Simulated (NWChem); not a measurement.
# BAsH2F2; SMILES FB(F)[AsH2]

```xyz
6

B     -0.0092    -1.0192     0.0000
As     0.0481     1.0163     0.0000
H     -0.9752     1.1424     1.1164
H     -0.9752     1.1424    -1.1164
F      0.0227    -1.7071    -1.1239
F      0.0227    -1.7071     1.1239
```
Atoms are numbered in this order, from 1.

Structure relaxed at the PBE0/def2-SVP level.

Symmetry labels are those of Cs in the frame above (b1 and b2, or b-type labels, depend on it).

Question: List the 4 lowest vertical singlet excitations from B3LYP/def2-SVPD, TDA (NWChem).

Answer: 
```tsv
state	energy (eV)	oscillator strength	symmetry	leading excitation (squared amplitude)
S1	6.13	0.035	a'	HOMO → LUMO (0.87)
S2	6.81	0.232	a'	HOMO → LUMO+1 (0.89)
S3	6.87	0.043	a"	HOMO → LUMO+2 (0.94)
S4	7.50	0.040	a'	HOMO → LUMO+3 (0.55)
```
